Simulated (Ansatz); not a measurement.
A nudged elastic band was laid between two geometries of AlGeH5Te (8 atoms, charge 0, multiplicity 1).

Level of theory: RKS PBE-D4/def2-SVPD in Ansatz 0.2.0.

```yaml
movable_images: 7
climbing_image: yes
spring: 5.0 eV/Å²
optimiser: quadratic models (default)
start_path: IDPP
force_threshold: 0.05 eV/Å
iteration_limit: 60
end_points: relaxed
```

First end point:

```xyz
8
Properties=species:S:1:pos:R:3
Ge -1.008 1.268 -0.158
Al 0.882 -0.328 -0.002
Te 0.254 -2.762 0.410
H -2.383 0.566 -0.001
H -1.028 2.017 -1.519
H -0.925 2.361 0.944
H 2.429 0.043 -0.134
H 1.872 -3.222 0.405
```

Last end point:

```xyz
8
Properties=species:S:1:pos:R:3
Ge -0.748 1.118 -0.089
Al 1.294 -0.280 0.018
Te 1.044 -2.809 0.199
H -2.030 0.266 0.112
H -0.882 1.835 -1.461
H -0.756 2.232 0.994
H 2.801 0.248 -0.022
H -0.632 -2.667 0.194
```

Problem. What changes between the two ends?

Solution. No bond is made or broken. The dihedral Ge1–Al2–Te3–H8 goes from -180 to 0°.

Problem. What energy profile does the band end with?

Solution. The run converged. The highest image is number 4 of 0 to 8, 0.34 eV above the first end and 0.36 eV above the last; the last end lies 0.01 eV below the first. A vibrational analysis at the climbing image gives one clearly imaginary mode, 306i cm⁻¹, and a faint second one (37i cm⁻¹) that may be numerical noise or a soft torsion: probably a first-order saddle point.

```json
{"image": "0", "path coordinate (Å)": "0.00", "energy (eV)": "0.00", "dihedral Ge1–Al2–Te3–H8 (°)": "-180"}
{"image": "1", "path coordinate (Å)": "0.50", "energy (eV)": "0.04", "dihedral Ge1–Al2–Te3–H8 (°)": "160"}
{"image": "2", "path coordinate (Å)": "1.00", "energy (eV)": "0.15", "dihedral Ge1–Al2–Te3–H8 (°)": "137"}
{"image": "3", "path coordinate (Å)": "1.51", "energy (eV)": "0.28", "dihedral Ge1–Al2–Te3–H8 (°)": "114"}
{"image": "4", "path coordinate (Å)": "2.01", "energy (eV)": "0.34", "dihedral Ge1–Al2–Te3–H8 (°)": "91"}
{"image": "5", "path coordinate (Å)": "2.53", "energy (eV)": "0.27", "dihedral Ge1–Al2–Te3–H8 (°)": "68"}
{"image": "6", "path coordinate (Å)": "3.05", "energy (eV)": "0.12", "dihedral Ge1–Al2–Te3–H8 (°)": "42"}
{"image": "7", "path coordinate (Å)": "3.57", "energy (eV)": "0.01", "dihedral Ge1–Al2–Te3–H8 (°)": "15"}
{"image": "8", "path coordinate (Å)": "4.09", "energy (eV)": "-0.01", "dihedral Ge1–Al2–Te3–H8 (°)": "0"}
```

Problem. What is the geometry of the highest image?

Solution. 
```xyz
8
Properties=species:S:1:pos:R:3
Ge -0.925 1.099 -0.405
Al 0.990 -0.204 0.494
Te 0.634 -2.638 1.334
H -2.228 0.270 -0.535
H -0.613 1.714 -1.798
H -1.241 2.302 0.533
H 2.452 0.442 0.577
H 1.022 -3.042 -0.257
```

Run time: 76 s on 2 threads of AMD EPYC 9R14 (Zen 4) (shared host), peak memory 0.22 GiB.
